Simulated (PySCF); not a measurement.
## Electron correlation in Mg (magnesium, neutral)

[Ne] 3s2, closed-shell 1S. Computed with PySCF 2.14 in x2c-TZVPPall (5s4p3d, 32 functions), with scalar relativity by spin-free X2C-1e. Frozen: [Ne]; 2 electrons correlated.

With two correlated electrons CCSD is exact within the correlated space (frozen core and kept virtual orbitals).

| level | correlation energy (mhartree) |
| --- | --- |
| CCSD | -32.66 |

Diagnostics: T1 = 0.013, D1 = 0.0183, largest double amplitude 0.131.

Cost of the coupled-cluster step: roughly 0.06 core-seconds, for 2 correlated electrons.
